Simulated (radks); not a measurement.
The numbers below are computed, except where a source is named.
V I, 23 electrons, occupied as [Ar] 3d2.75 4s2 5s0.25 (fractional occupations, a model configuration). Code: a radial shooting solver on a logarithmic mesh with Libxc functionals. Model: scalar-relativistic Kohn-Sham, LDA (Slater exchange, Perdew-Wang correlation), spin-polarised, spherical densities, finite nucleus; open shells are filled with parallel spins first; Fermi nuclear charge, rms radius 3.6002 fm.

Normalised radial functions P(r) = r R(r), r in bohr:

```
   r/bohr * 3p down, o 4s up, + 3d down (the largest magnitude, 1.05, reaches the edge; | marks zero, & curves that meet)
  0.01203                             & o
   0.0163                             +*o
  0.02227                             +*o
  0.03043                             + *o
  0.04124                             + o *
  0.05634                             + o   *
  0.07697                             |&       *
   0.1043                            o|+          *
   0.1425                          o  | +           *
   0.1947                         o   |   +         *
   0.2638                         o   |      + *
   0.3605                            *o          +
   0.4924               *             |   o           +
   0.6674    *                        |      o           +
   0.9118  *                          |    o               +
    1.246        *                  o |                  +
    1.688                 * o         |              +
    2.306              o         *    |          +
    3.151              o             *|     +
     4.27                   o         *  +
    5.833                        o    *+
    7.969                            o&
     10.8                             &
    14.76                             &
    20.16                             &
    27.32                             &
    37.32                             &
```

3p down: eigenvalue -44.622 eV, 1 radial node at r = 0.348 bohr, <r> = 1.02 bohr, 90 % of the charge inside 1.57 bohr. 4s up: eigenvalue -6.222 eV, 3 radial nodes at r = 0.0868, 0.370, 1.17 bohr, <r> = 3.14 bohr, 90 % of the charge inside 4.73 bohr. 3d down (empty): eigenvalue -6.036 eV, 0 radial nodes, <r> = 1.45 bohr, 90 % of the charge inside 2.58 bohr.
